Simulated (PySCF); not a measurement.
PySCF input for Nb(O)(OH)(NH2)2 (H5N2NbO2), SMILES [NH2][Nb](=[O])([NH2])[OH], multiplicity 1, IEF-PCM-M06-2X/def2-SVP. Coordinates come from a PBE0-D3(BJ)/def2-SVP optimisation. The spin state was assumed, not searched. The structure was generated by enumeration; whether it is a known compound was not checked. The def2 effective core potentials stand for the cores of Nb; spin–orbit coupling is left out. The values are those of a single conformer.

```python
import numpy as np
from pyscf import gto, scf, dft
from pyscf.solvent import pcm

mol = gto.M(
    atom='''
    Nb    0.05797251   -0.01860787    0.00000000
    O     1.74151131    0.19151240   -0.00000002
    O    -0.52354024   -1.83799845    0.00000005
    H    -0.07078953   -2.68529161    0.00000007
    N    -0.62409343    0.86025774   -1.63547808
    H    -1.59738031    0.88603344   -1.92957492
    H    -0.05889166    1.40221331   -2.28344200
    N    -0.62409341    0.86025782    1.63547804
    H    -0.05889164    1.40221342    2.28344194
    H    -1.59738029    0.88603354    1.92957490
    ''',
    basis='def2-SVP',
    ecp={'Nb': 'def2-svp'},
    charge=0,
    spin=0,
    max_memory=1600,
    verbose=3,
)
mf = dft.RKS(mol, xc='m06-2x').density_fit(auxbasis='def2-universal-jkfit')
mf.grids.level = 4
mf.conv_tol = 1e-9
mf.max_cycle = 100
mf.kernel()
res = {}
for name, eps in {'water': 78.355, 'n-hexane': 1.8819, 'diethylether': 4.24}.items():
    s = mf.PCM()
    s.with_solvent.method, s.with_solvent.eps, s.with_solvent.lebedev_order = 'IEF-PCM', eps, 29
    s.kernel(mf.make_rdm1())
    res[name] = (s.e_tot, eps, s.dip_moment(), s.mo_energy, s.converged)
    print(f'{name}: electrostatic solvation free energy {(s.e_tot - mf.e_tot) * 627.509474:.3f} kcal/mol')
```

Output:

```
converged SCF energy = -319.691094720319

WARN: PCM is an experimental feature. It is still in testing.
Features and APIs may be changed in the future.

converged SCF energy = -319.709325461907
Dipole moment(X, Y, Z, Debye): -3.31561,  0.30434,  0.00000
water: electrostatic solvation free energy -11.440 kcal/mol

WARN: PCM is an experimental feature. It is still in testing.
Features and APIs may be changed in the future.

converged SCF energy = -319.697679801607
Dipole moment(X, Y, Z, Debye): -2.78413,  0.25983,  0.00000
n-hexane: electrostatic solvation free energy -4.132 kcal/mol

WARN: PCM is an experimental feature. It is still in testing.
Features and APIs may be changed in the future.

converged SCF energy = -319.703505717576
Dipole moment(X, Y, Z, Debye): -3.04717,  0.28521,  0.00000
diethylether: electrostatic solvation free energy -7.788 kcal/mol
```

Self-consistency was reached.
